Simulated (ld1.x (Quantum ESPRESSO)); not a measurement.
Which change was made? (Ar, RRKJ)

* Element: argon (Ar)
* Generator: ld1.x (Quantum ESPRESSO) 7.5
* Type: norm-conserving RRKJ (Kleinman–Bylander form)
* Functional: PBEsol
* Relativity: non-relativistic
* Frozen core: [He]
* Valence charge: 16
* Reference configuration: 2s2 2p6 3s2 3p6
* Partial waves: 2p (bound): rc 0.40 bohr; 2s (bound): rc 0.65 bohr
* Local potential: the s channel
* Core correction: none
* rho0: 0.005

Occupied shells without a wave of their own: 3p, 3s. They enter only through the test configuration that unscreens the potential.

Cutoffs, loose and tight: the cutoffs (Ry, on a coarse ladder) from which the occupation-weighted sum of valence levels, in a spherical-Bessel basis at the reference potential, stays within 10 and 1 mRy of its value at 400 Ry. They do not see the model core or the augmentation charge, which bear on the density cutoff. Test errors are all-electron minus pseudo excitation energies from the reference, over the configurations 2s2 2p6 3s2 3p5; 2s2 2p6 3s2 3p4; 2s2 2p6 3s2 3p3; 2s2 2p6 3s1 3p6; 2s2 2p6 3s2 3p5.5; 2s1 2p6 3s2 3p6; 2s2 2p5 3s2 3p6; variants that change the core or the reference have their own tests.

The base gives: outcome: generated, misses its reference levels by 1.67 eV; bound ghosts: not determined; largest test error (meV): -2747.

Task: After one change the result is: outcome: generated, misses its reference levels by 0.82 eV; bound ghosts: not determined; largest test error (meV): -1219. Which change was it?
A. all radii scaled by about 1.09 (s 0.70, p 0.44 bohr)
B. all radii scaled by about 0.84 (s 0.54, p 0.34 bohr)
C. all radii scaled by about 0.95 (s 0.62, p 0.38 bohr)

Result: B. The others give: all radii scaled by about 1.09 (s 0.70, p 0.44 bohr) → outcome: generated, misses its reference levels by 2.12 eV; bound ghosts: not determined; largest test error (meV): -3428 | all radii scaled by about 0.95 (s 0.62, p 0.38 bohr) → outcome: generated, misses its reference levels by 1.39 eV; bound ghosts: not determined; largest test error (meV): -2262.
